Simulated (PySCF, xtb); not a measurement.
BCl2, SMILES Cl[B-]Cl (connectivity only; charge and spin as stated), charge -1, multiplicity 1.

Harmonic wavenumbers (cm⁻¹) from GFN2-xTB (xtb 6.7.1) at its own minimum, in rising order: 245, 367, 637.

Q: What does PySCF 2.14.0 with PBE0-D3(BJ)/def2-TZVPD give at its own minimum? (Estimate from the structure and the level; the computed values follow.)

A: 251, 522, 527. Paired by order, the mean absolute difference is 90 cm⁻¹ and the zero-point energies are 1.8 and 1.9 kcal/mol.
